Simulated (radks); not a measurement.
Valence configurations of the osmium ion Os+ (all share [Xe]). Calculated with a radial shooting solver on a logarithmic mesh with Libxc functionals: Dirac Kohn-Sham, PBE, spin-unpolarised, spherical densities, point nucleus; open shells fill j = l - 1/2 first. Energies are relative to 4f14 5d6 6s1; eigenvalues in eV.

| valence | E (eV) | e(4f5/2) | e(4f7/2) | e(5d3/2) | e(5d5/2) | e(6p1/2) |
|---|---|---|---|---|---|---|
| 4f14 5d7 | -0.023 | -58.274 | -55.471 | -12.721 | -11.711 | - |
| 4f14 5d6 6s1 | 0.000 | -61.016 | -58.211 | -14.598 | -13.517 | - |
| 4f14 5d5.5 6s1.5 | 0.341 | -62.494 | -59.689 | -15.600 | -14.483 | - |
| 4f14 5d4 6s1 6p2 | 15.063 | -69.740 | -66.932 | -20.900 | - | -10.282 |
| 4f13.5 5d6.5 6s1 | 23.449 | -66.120 | -63.264 | -15.290 | -14.143 | - |
| 4f13.5 5d6.5 6s0.5 6p0.5 | 26.164 | -66.758 | -63.902 | -15.865 | -14.708 | -8.124 |
| 4f13.5 5d6.5 6p1 | 28.913 | -67.381 | -64.525 | -16.424 | -15.258 | -8.439 |
| 4f13 5d6 6s2 | 51.126 | -74.548 | -71.639 | -18.189 | -16.900 | - |
| 4f13 5d6 6s1 6p1 | 57.007 | -75.809 | -72.900 | -19.315 | -18.008 | -9.184 |
| 4f12.5 5d6.5 6s1 6p1 | 85.609 | -81.221 | -78.261 | -20.099 | -18.724 | -9.245 |

NIST lists [Xe] 4f14 5d6 6s1 as the ground configuration; this level of theory puts 4f14 5d7 lower, by 0.023 eV. The energies are those of spherical spin-averaged densities, not of single terms.
